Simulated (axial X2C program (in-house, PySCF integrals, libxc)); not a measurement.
Potential curves of VB⁻, 2c

Computed with an in-house all-electron X2C program for linear molecules (integrals from PySCF). Two-component (2c) means X2C with spin–orbit coupling and atomic mean-field two-electron Coulomb and Gaunt terms. Basis: V dyall-acv3z [11s11p7d4f2g], B dyall-av3z [8s7p3d2f] (cores contracted in-house); Gaussian nuclei, density fitting, unrestricted open shells. Masses: V 50.944 u, B 11.009 u.

State: Ω = 1/2 (⟨Sz⟩ = 1.50, ⟨Lz⟩ = -1.00 at LDA). Energies in cm⁻¹ from the fragments at the same level (V- + B). Fits are polynomials in 1 − R0/R over 0.85 to 1.23 times the lowest point R0.

| R (Å) | LDA |
| --- | --- |
| 1.8327 | -27222 |
| 1.8932 | -27645 |
| 1.9536 | -27642 |
| 2.0140 | -27314 |
| 2.0845 | -26634 |
| 2.1550 | -25737 |
| 2.2456 | -24397 |

The state is one determinant whose occupation by symmetry is held fixed; it was picked as the lowest of a PBE0 search that is not exhaustive. Dissociation energies refer to the lowest single-determinant-based atoms at the same level and basis. Density functionals use the spin component along the axis (collinear). A 2c atom that is not at its ground J level misses part of its spin–orbit lowering, and De is too large by that part (0.04 eV or less for light atoms). This holds for LDA. The functionals have no current-density term, which raises determinants with orbital currents, atoms included. With several unpaired electrons one determinant need not be a pure state. At some level and bond length an empty orbital lies below a filled one. The highest occupied level of some functionals is positive through self-interaction error; at Hartree–Fock it is bound. The determinant is spin-polarised beyond a pure state at some levels (its spin-free form has ⟨S²⟩ too high), which makes Re and μ there less reliable. The lowest spin-free determinant has another configuration (M_S = 3/2, Λ = 3), so the order of states is uncertain and this need not be the ground state.

Task: Fit the LDA curve near its minimum: give the equilibrium distance, the harmonic wavenumber and the well depth.

Result: At LDA, 2c: Re = 1.922 Å, ωe ≈ 618 cm⁻¹, De = 3.43 eV to V- + B; Be follows as 0.504 cm⁻¹.
